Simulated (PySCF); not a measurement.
CH₂NS, SMILES [C](=S)N, multiplicity 2. Atoms are numbered in the order given.

```xyz
5

N     -0.1199    -1.5924     0.0000
C      0.4252    -0.4025     0.0000
S     -0.0651     1.1067     0.0000
H     -1.1251    -1.7265     0.0000
H      0.4550    -2.4181     0.0000
```
Charge 0, spin multiplicity 2.

Coordinates come from a PBE0-D3(BJ)/def2-TZVP optimisation. The isomer is the one that the SMILES or the coordinates give; other isomers of the formula were not compared. Other conformers were not sampled.

All values below come from B3LYP/pcH-1 in PySCF.

Unrestricted Kohn–Sham, ⟨S²⟩ = 0.754. Hyperfine tensors hold the contact and dipolar terms, without spin-orbit corrections.

Computed hyperfine couplings:
| nucleus | A(iso) (MHz) | A(iso) (G) | dipolar principal values (MHz) |
|---|---|---|---|
| 14N no. 1 | 35.9 | 12.8 | -2.9, -0.9, 3.8 |
| 13C no. 2 | 307.1 | 109.6 | -53.6, -48.2, 101.8 |
| 33S no. 3 | 16.3 | 5.8 | -40.0, -38.9, 79.0 |
| 1H no. 4 | 102.3 | 36.5 | -4.3, -2.2, 6.5 |
| 1H no. 5 | 25.6 | 9.1 | -6.9, -5.0, 11.9 |

**Question.** And the g tensor (effective nuclear charges for spin-orbit coupling, GIAO)? (An estimate is asked for; the answer gives what the named calculation found.)

**Answer.** principal values 1.9925, 2.0023, 2.0078; isotropic 2.0009.
